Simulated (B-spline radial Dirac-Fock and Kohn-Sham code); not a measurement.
## X-ray form factors of neutral atoms, H to Ar

Level of theory: configuration-average Dirac-Fock orbitals; a B-spline atomic structure program. f₀ is given at the stated s = sin θ/λ in Å⁻¹. J(0) is the peak of the Compton profile.

```
 Z  element  f₀(0.05)  f₀(0.9)  f₀(1.4)  f₀(1.6)  f₀(1.8)  J(0) (a.u.)
 1        H     0.947    0.010    0.002    0.001    0.001       0.8488
 2       He     1.957    0.129    0.033    0.021    0.014        1.070
 3       Li     2.708    0.404    0.134    0.091    0.063        2.592
 4       Be     3.707    0.740    0.311    0.223    0.162        3.159
 5        B     4.724    1.020    0.524    0.398    0.304        2.989
 6        C     5.752    1.218    0.736    0.588    0.468        2.890
 7        N     6.776    1.353    0.921    0.769    0.636        2.825
 8        O     7.797    1.463    1.070    0.926    0.792        2.781
 9        F     8.815    1.588    1.187    1.055    0.928        2.749
10       Ne     9.830    1.757    1.280    1.158    1.041        2.725
12       Mg    11.507    2.316    1.459    1.326    1.219        5.148
13       Al    12.438    2.711    1.571    1.408    1.292        5.144
14       Si    13.438    3.164    1.717    1.505    1.367        5.126
15        P    14.458    3.648    1.903    1.626    1.453        5.106
16        S    15.483    4.138    2.132    1.779    1.557        5.087
17       Cl    16.510    4.607    2.404    1.967    1.686        5.070
18       Ar    17.536    5.035    2.712    2.192    1.844        5.055
```

Values without a named source are computed, but for edge energies of neutral atoms, which are taken from tables.
